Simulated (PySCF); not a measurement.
BrH5N2Sn, SMILES [NH2][SnH]([NH2])[Br]. Atoms are numbered in the order given.

```xyz
9

Sn     0.1540    -0.6020     0.4351
N     -1.4123    -1.8729     0.1185
N      1.7495    -1.4359    -0.5270
Br    -0.2959     1.7121    -0.5365
H      0.4421    -0.4060     2.1098
H     -2.1667    -1.7375     0.7929
H     -1.8202    -1.7658    -0.8115
H      1.4432    -2.0130    -1.3122
H      2.3983    -0.7388    -0.8949
```
Charge 0, spin multiplicity 1.

The structure is a stationary point at B3LYP-D3(BJ)/def2-SVP. The def2 effective core potentials stand for the cores of Sn; spin–orbit coupling is left out. Other conformers were not sampled.

Method: CAM-B3LYP/def2-TZVP run with PySCF.

ESP charges are fitted to the potential on shells at 1.4 to 2.0 van der Waals radii. Atomic charges (e):

```json
[
 {"atom": "Sn1", "Löwdin": "0.34", "ESP fit": "0.70", "Mulliken": "[?]"},
 {"atom": "N2", "Löwdin": "-0.42", "ESP fit": "-0.83", "Mulliken": "-0.75"},
 {"atom": "N3", "Löwdin": "-0.42", "ESP fit": "-0.86", "Mulliken": "-0.74"},
 {"atom": "Br4", "Löwdin": "-0.05", "ESP fit": "-0.31", "Mulliken": "[?]"},
 {"atom": "H5", "Löwdin": "-0.05", "ESP fit": "-0.03", "Mulliken": "[?]"},
 {"atom": "H6", "Löwdin": "0.15", "ESP fit": "0.32", "Mulliken": "0.24"},
 {"atom": "H7", "Löwdin": "0.15", "ESP fit": "0.32", "Mulliken": "0.24"},
 {"atom": "H8", "Löwdin": "0.15", "ESP fit": "0.36", "Mulliken": "0.24"},
 {"atom": "H9", "Löwdin": "0.15", "ESP fit": "0.33", "Mulliken": "0.24"}
]
```

Problem. What belongs in the gaps? (Estimate from the structure and the level; the computed values follow.)

Solution. 
- Sn1, Mulliken: 0.97
- Br4, Mulliken: -0.38
- H5, Mulliken: -0.04
